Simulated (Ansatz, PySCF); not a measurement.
C3H6. Atoms are numbered in the order given.

```xyz
9

C      0.8643     0.0000     0.0000
C     -0.4322    -0.7485     0.0000
C     -0.4322     0.7485     0.0000
H      1.4516     0.0000     0.9097
H      1.4516     0.0000    -0.9097
H     -0.7258    -1.2571    -0.9097
H     -0.7258    -1.2571     0.9097
H     -0.7258     1.2571     0.9097
H     -0.7258     1.2571    -0.9097
```
Charge 0, spin multiplicity 1.

Coordinates come from a PBE0-D3(BJ)/def2-TZVP optimisation.

Vertical ionisation energy (IE) and electron affinity (EA) in eV. Rows of orbital energies are one-electron estimates. Where ΔSCF, EOM or ADC give a negative EA the extra electron is unbound and the value depends on the basis.

```csv
level,IE,EA
"−ε(HOMO), −ε(LUMO), HF/def2-TZVPD (PySCF)",11.45,-2.29
"−ε(HOMO), −ε(LUMO), PBE/def2-TZVPD (PySCF)",7.08,-0.05
"ΔSCF, ωB97X-V/def2-SVPD (Ansatz), final states of multiplicity 2 and 2",10.95,-2.63
"ΔSCF, PBE/def2-SVPD (Ansatz), final states of multiplicity 2 and 2",10.82,-2.06
```

Task: What vertical singlet–triplet gap does ΔSCF give with ωB97X-V/def2-SVPD (Ansatz, a first-principles code) and with PBE/def2-SVPD (Ansatz)? (Estimate from the structure and the level; the computed values follow.)

Result: 8.53 and 7.80 eV (triplet above singlet where positive).
